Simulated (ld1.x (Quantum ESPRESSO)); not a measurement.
antimony (Sb), TM: configuration errors across variants

- Element: Sb (Z = 51)
- Generator: ld1.x (Quantum ESPRESSO) 7.5
- Type: norm-conserving Troullier–Martins (Kleinman–Bylander form)
- Functional: PBE
- Relativity: scalar-relativistic
- Frozen core: [Kr] 4d10
- Valence charge: 5
- Reference configuration: 5s2 5p3
- Partial waves: 5p (bound): rc 2.60 bohr; 5s (bound): rc 1.80 bohr
- Local potential: the s channel
- Core correction: Bessel-smoothed model core, default radius (core density twice the valence density)

All-electron excitation energies from the reference (eV): (1) 5s2 5p2 8.317; (2) 5s2 5p1 24.285; (3) 5s2 5p0 48.698; (4) 5s2 5p3.3 -1.159; (5) 5s1 5p0 92.991; (6) 5s1 5p4 8.112; (7) 5s1 5p3 17.049.

The default core radius of the base comes out at 1.62 bohr.

Errors AE − PS in meV (a dash: test not solved or not reliable):

```csv
change,(1),(2),(3),(4),(5),(6),(7),bound ghosts
base,-5.6,-39,-149,+0.2,-501,-11,-24,none
core correction Bessel-smoothed model core inside 0.88 bohr,-5.6,-39,-149,+0.2,-504,-11,-24,none
core correction Bessel-smoothed model core inside 1.12 bohr,-5.6,-39,-149,+0.2,-504,-11,-24,none
core correction Bessel-smoothed model core inside 1.44 bohr,-5.6,-39,-149,+0.2,-504,-11,-24,none
core correction Bessel-smoothed model core inside 1.80 bohr,-5.6,-38,-147,+0.2,-489,-11,-24,none
core correction Bessel-smoothed model core inside 2.02 bohr,-5.5,-38,-143,+0.2,-466,-10,-23,none
```

Question: Give the same row for: core correction none.

Answer: -4.6, -20, -19, +0.2, +159, +7.7, +5.1; bound ghosts: none.
